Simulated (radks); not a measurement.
Results of a calculation; reference values are marked as such.
Removal energies from the tungsten ion W10+, [Kr] 4d10 4f13 5s2 5p3, by Delta-SCF beside the eigenvalue of the level emptied. Level of theory: scalar-relativistic Kohn-Sham, LDA (Slater exchange, Perdew-Wang correlation), spin-polarised, spherical densities, finite nucleus; Fermi nuclear charge, rms radius of each element as measured or else 0.836 A^(1/3) + 0.57 fm (a radial shooting solver on a logarithmic mesh with Libxc functionals). Open shells are filled with parallel spins first.

removed from     final configuration  Delta-SCF (eV)  -eigenvalue (eV)
5p            [Kr] 4d10 4f13 5s2 5p2          207.20            197.38
4f            [Kr] 4d10 4f12 5s2 5p3          219.20            203.26
5s            [Kr] 4d10 4f13 5s1 5p3          245.25            234.89
4d             [Kr] 4d9 4f13 5s2 5p3          426.95            410.39
